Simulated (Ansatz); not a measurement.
Reaction (redistribution): `[SiH3][O][GaH2]` + `N=C(N)[SiH2]N` → `[NH2][GaH][O][SiH3]` + `N=C(N)[SiH3]`

Calculated with Ansatz (gas phase, PBE0-D4/def2-TZVP geometries, no zero-point term in ΔE). CCSD(T)/CBS is the MP2 limit (def2-TZVPP, def2-QZVPP) plus CCSD(T) − MP2 in def2-TZVPP, frozen cores. DFT in def2-TZVPP. B3LYP here is the variant with VWN-RPA as its local correlation; programs differ in this. For Ga outer-core shells are correlated without core-valence functions, which leaves a few kJ/mol of doubt a bond. Scalar relativity is left out up to krypton. Each species was taken in one conformer, which may not be the lowest.

`[SiH3][O][GaH2]`:

```xyz
8

Si   -0.348   -1.309   -0.163
O    -0.150    0.251   -0.589
Ga    0.438    1.782    0.115
H     0.089   -1.549    1.244
H     0.452   -2.187   -1.059
H    -1.782   -1.688   -0.279
H     0.369    2.990   -0.862
H     0.934    1.709    1.593
```

`N=C(N)[SiH2]N`:

Z-matrix (Å, degrees):
```
Si
N 1 1.713
C 1 1.899 2 107.4
H 1 1.486 2 106.9 3 -118.9
H 1 1.494 2 115.8 3 120.7
H 2 1.007 1 121.5 3 -69.4
H 2 1.006 1 120.2 3 141.8
N 3 1.363 1 117.9 2 158.8
N 3 1.278 1 121.9 2 -20.4
H 8 1.002 3 121.0 1 11.0
H 8 1.008 3 117.9 1 170.5
H 9 1.017 3 109.9 1 0.9
```

`[NH2][GaH][O][SiH3]`:

Z-matrix (Å, degrees):
```
Si
O 1 1.625
H 1 1.489 2 110.2
H 1 1.489 2 110.2 3 119.7
H 1 1.493 2 111.6 3 -120.1
Ga 2 1.786 1 139.8 3 120.1
N 6 1.801 2 112.1 1 179.6
H 6 1.548 2 121.1 1 -0.5
H 7 1.004 6 124.5 2 180.0
H 7 1.005 6 122.7 2 -0.0
```

`N=C(N)[SiH3]`:

```xyz
10

N     1.294    0.248   -1.067
C     0.244    0.278   -0.343
N    -0.670    1.292   -0.258
Si    0.031   -1.229    0.789
H     1.398    1.086   -1.646
H    -0.636    2.046   -0.926
H    -1.558    1.125    0.181
H     1.037   -1.174    1.877
H    -1.331   -1.205    1.399
H     0.192   -2.467   -0.006
```

```
             level  ΔE (kcal/mol)
          B3LYP-D4            3.3
            r2SCAN            3.2
             B3LYP            2.8
    MP2/def2-TZVPP            1.8
SCS-MP2/def2-TZVPP            1.6
     HF/def2-QZVPP            3.0
     MP2/CBS(def2)            1.8
    CCSD/CBS(def2)            1.8
```

Problem. What does CCSD(T)/CBS give? (An estimate is asked.)

Solution. Ansatz gave: +1.7 kcal/mol. The listed levels differ from it by 1.6, 1.5, 1.1, 0.1, -0.1, 1.3, 0.1, 0.1 kcal/mol.

Largest T1 diagnostic among the species: 0.014.

In def2-TZVPP, CCSD(T) changes the Hartree–Fock value by −1.1 kcal/mol (the triples alone add −0.1 kcal/mol) and MP2 by −1.0 kcal/mol.
